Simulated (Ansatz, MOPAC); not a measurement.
Molecule: Si₂H₃F₂ (charge 0, doublet). SMILES: [SiH2](F)[SiH]F

Atoms: F1, Si2, Si3, F4, H5, H6, H7. Bonds: F1-Si2, Si2-Si3, Si2-H5, Si3-F4, Si3-H6, Si3-H7.

Bond lengths (Å) and angles (degrees) optimised at MNDO with MOPAC; HF/3-21G with Ansatz (a quantum-chemistry and plane-wave program); PBE/6-31G* with Ansatz; B3LYP/6-31G* with Ansatz, each started from the B3LYP-D3(BJ)/def2-TZVP structure (Ansatz) of the last column. A row stands for all coordinates that are equal there; 9 of 15 kinds are shown. 6-31G* holds six Cartesian d functions. No wavenumbers were computed at MNDO, PBE/6-31G*, so these may be saddle points.

```
coordinate   MNDO  HF/3-21G  PBE/6-31G*  B3LYP/6-31G*  B3LYP-D3(BJ)/def2-TZVP
----------  -----  --------  ----------  ------------  ----------------------
F1-Si2      1.584     1.646       1.640         1.627                   1.619
Si2-Si3     2.159     2.349       2.361         2.360                   2.361
Si2-H5      1.377     1.484       1.513         1.499                   1.490
Si3-F4      1.594     1.641       1.632         1.621                   1.611
Si3-H6      1.379     1.478       1.505         1.491                   1.483
Si3-H7      1.378     1.479       1.501         1.487                   1.479
F1-Si2-Si3  121.9     113.2       109.2         108.9                   108.4
Si2-Si3-F4  113.2     109.0       107.2         107.0                   106.5
F1-Si2-H5   110.7     109.1       107.8         107.7                   106.7
```

Mean signed difference of all 6 bond lengths from B3LYP-D3(BJ)/def2-TZVP: MNDO -0.095 Å, HF/3-21G 0.006 Å, PBE/6-31G* 0.018 Å, B3LYP/6-31G* 0.007 Å.
